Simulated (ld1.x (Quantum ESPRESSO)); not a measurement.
cadmium, TM: configuration errors across variants

```json
{
 "Element": "cadmium",
 "Generator": "ld1.x (Quantum ESPRESSO) 7.5",
 "Type": "norm-conserving Troullier–Martins (Kleinman–Bylander form)",
 "Functional": "PBE",
 "Relativity": "fully relativistic",
 "Frozen core": "[Kr]",
 "Valence charge": "12",
 "Reference configuration": "4d10 5s2 5p0",
 "Partial waves": "5p (bound, empty): rc 3.10 bohr; 4d (bound): rc 1.60 bohr; 5s (bound): rc 1.80 bohr",
 "Local potential": "the s channel",
 "Core correction": "Bessel-smoothed model core inside 1.30 bohr"
}
```

Open shells are filled in proportion to 2j + 1 (rel_dist='average').

All-electron excitation energies from the reference (eV): (1) 4d10 5s1 5p0 9.273; (2) 4d10 5s0 5p0 26.401; (3) 4d9 5s0 5p0 64.407; (4) 4d10 5s1.5 5p0 3.711; (5) 4d10 5s0 5p2 9.655; (6) 4d10 5s1 5p1 4.659; (7) 4d9 5s2 5p0 17.975.

Tests that are not counted but printed errors over 1 eV. “all radii but the core radius scaled by about 0.77 (s 1.38, p 2.40, d 1.24 bohr)”: 4d9 5s2 5p0 (solver errors, printed error -17.5 eV).

A true bound ghost makes a file unfit for plane-wave use even where its test errors are small: the radial tests pick states by their node count and pass the ghost by. Where a test does run into it, the solver fails or the error is huge.

Errors AE − PS in meV (a dash: test not solved or not reliable):

| change | (1) | (2) | (3) | (4) | (5) | (6) | (7) | bound ghosts |
| --- | --- | --- | --- | --- | --- | --- | --- | --- |
| base | -3.4 | -28 | -230 | -0.6 | -0.2 | 0.0 | -126 | none |
| all radii but the core radius scaled by about 0.77 (s 1.38, p 2.40, d 1.24 bohr) | +22 | -47 | -285 | +5.1 | -48 | +7.4 | – | p3/2, p1/2 |
| all radii but the core radius scaled by about 0.84 (s 1.52, p 2.62, d 1.34 bohr) | +2.9 | -17 | -244 | +1.0 | -10 | +0.1 | +76 | p1/2 |
| all radii but the core radius scaled by about 0.90 (s 1.60, p 2.78, d 1.44 bohr) | +0.2 | -16 | -235 | +0.3 | -2.9 | +0.4 | -20 | none |
| all radii but the core radius scaled by about 0.95 (s 1.70, p 2.94, d 1.52 bohr) | -1.7 | -21 | -232 | -0.2 | -0.8 | +0.2 | -85 | none |
| all radii but the core radius scaled by about 1.04 (s 1.86, p 3.22, d 1.66 bohr) | -4.6 | -34 | -228 | -0.8 | +1.2 | +0.1 | -151 | none |
| all radii but the core radius scaled by about 1.16 (s 2.08, p 3.58, d 1.86 bohr) | -5.5 | -37 | -220 | -1.0 | +9.4 | +1.6 | -163 | none |
| all radii but the core radius scaled by about 1.23 (s 2.22, p 3.80, d 1.96 bohr) | -5.4 | -37 | -219 | – | +15 | +2.9 | -157 | none |
| all radii but the core radius scaled by about 1.32 (s 2.38, p 4.10, d 2.12 bohr) | -4.5 | -35 | -231 | -0.8 | +25 | +5.0 | -131 | none |
| all radii but the core radius scaled by about 1.38 (s 2.48, p 4.28, d 2.20 bohr) | -4.2 | -35 | -239 | -0.7 | +30 | +6.2 | -118 | none |

Q: Give the same row for: all radii but the core radius scaled by about 1.09 (s 1.96, p 3.38, d 1.74 bohr).

A: -5.3, -37, -224, -1.0, +4.4, +0.6, -163; bound ghosts: none.
